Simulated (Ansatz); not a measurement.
Input:

```yaml
crystal:
  periodic: [false, false, false]
  atoms:
    - { symbol: "N", position_ang: [-0.3629, 1.7494, -0.1422] }
    - { symbol: Si, position_ang: [0.7519, 0.55, -0.1285] }
    - { symbol: Br, position_ang: [1.6431, 0.6151, 1.8678] }
    - { symbol: C, position_ang: [0.0199, -1.1253, -0.3429] }
    - { symbol: O, position_ang: [-1.1896, -1.441, 0.4703] }
    - { symbol: H, position_ang: [-0.37176, 2.30114, 0.73189] }
    - { symbol: H, position_ang: [-0.14441, 2.46139, -0.85977] }
    - { symbol: H, position_ang: [1.7939, 0.8438, -1.1885] }
    - { symbol: H, position_ang: [0.6895, -1.9109, -0.139] }
    - { symbol: H, position_ang: [-0.3941, -1.2216, -1.3522] }
    - { symbol: H, position_ang: [-0.8869, -1.4965, 1.4299] }
basis:
  gaussian: { orbitals: def2-mTZVP }
hamiltonian:
  xc: blyp
relax:
  f_tol: 0.015
  max_steps: 40
output:
  orbitals: {}
```

Run as:

```bash
$ ansatz run input.yaml --threads 2 --pin off --max-ram 3072MiB --backend cpu --events-out ev --progress --plain --runs-dir out
```

Hardware: 2 threads of AMD EPYC 7R43 64-Core Processor (Zen 3), with other jobs on the host.

Q: Roughly how long does this run take, and how much memory?

A: 54 s, with a peak of 0.19 GiB, for 11 ionic steps.
